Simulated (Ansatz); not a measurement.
Reaction (SMILES): O[Si](O)(F)F + H+ → O[Si]([OH2+])(F)F
Structures are relaxed separately at B3LYP-D3(BJ)/def2-TZVP in Ansatz (a program for electronic structure), one conformer each, not searched for the lowest.

Property: proton affinity (electronic energy difference), positive where the reaction releases energy, in kJ/mol. Cores are frozen in the correlated levels unless marked. Spin-orbit coupling is left out. No relativistic terms. CBS(X,Y): correlation extrapolated as X^-3; Hartree-Fock from the larger set (for Q and 5 zeta extrapolated as (X+1)exp(-9√X)).

CCSD(T)/CBS(cc-pV(Q+d)Z,cc-pV(5+d)Z) (Ansatz) gives 722.2 kJ/mol.

Another calculation gave 718.5 kJ/mol. Which level was it?
A. revPBE/def2-TZVPD (Ansatz)
B. SVWN5/def2-TZVPD (Ansatz)
C. B2PLYP/def2-TZVPD (Ansatz)

C, B2PLYP/def2-TZVPD (Ansatz). The others give 729.8 (revPBE), 702.3 (SVWN5) kJ/mol.
